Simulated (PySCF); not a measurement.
H2O3Ti, SMILES [O]=[Ti]([OH])[OH], multiplicity 1. Atoms are numbered in the order given.

```xyz
6

Ti    -0.1078    -0.0440     0.0000
O      0.0951    -1.6247     0.0000
O      0.0681     0.8141    -1.5871
H      0.2612     0.4702    -2.4638
O      0.0681     0.8141     1.5871
H      0.2612     0.4702     2.4638
```

The structure is a stationary point at PBE0-D3(BJ)/def2-SVP. The multiplicity is an assumed one; other spin states were not compared. Other conformers were not sampled.

Level of theory: PBE/def2-TZVPD (PySCF).

Isolated molecule, no solvent.

Estimate the frontier levels, gap, dipole moment and polarisability. (The exact figures need the calculation; the answer reports its results.)


```yaml
highest_occupied_level: -7.51 eV
lowest_empty_level: -3.47 eV
orbital_gap: 4.04 eV
dipole_moment: 1.05 D
quadrupole, principal values (traceless, Buckingham form, about the centre of nuclear charge): -14.41, 4.78, 9.63 D·Å
mean_static_polarisability: 46.2 bohr³ (6.85 Å³)
polarisability_principal_values: 32.5, 49.9, 56.3 bohr³
```
